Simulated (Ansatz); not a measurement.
Reaction (hydrogenolysis of a C–Cl bond): `C[SiH](C)CCl` + H₂ → trimethylsilane + HCl

Computed with Ansatz on PBE0-D4/def2-TZVP structures; ΔE is electronic, products minus reactants. CCSD(T)/CBS adds triple-zeta CCSD(T) − MP2 to the extrapolated MP2 energy (def2 sets, frozen cores). This one scheme is used for every species. DFT in def2-TZVPP. One conformer a species, not always the lowest.

```json
{"level": "B2PLYP", "ΔE (kcal/mol)": "-22.3"}
{"level": "MP2/CBS(def2)", "ΔE (kcal/mol)": "-20.3"}
```

(1) What does CCSD(T)/CBS give? (Estimate.)

Largest T1 diagnostic among the species: 0.009.

## Answers

(1) Ansatz gave: -21.2 kcal/mol. The listed levels differ from it by -1.1, 0.9 kcal/mol.

From PBE to PBE0 (25 % exact exchange), in def2-TZVPP and without D4, ΔE moves by −1.3 kcal/mol. The D4 term adds +2.4 kcal/mol with B3LYP and +1.3 kcal/mol with PBE0; it sums over pairs of atoms, weighted by their polarisabilities, and B3LYP, whose exchange is more repulsive, gets the larger term. In def2-TZVPP, CCSD(T) changes the Hartree–Fock value by +3.5 kcal/mol (the triples alone add +1.2 kcal/mol) and MP2 by +4.4 kcal/mol.

B3LYP here is the variant with VWN-RPA as its local correlation; programs differ in this.
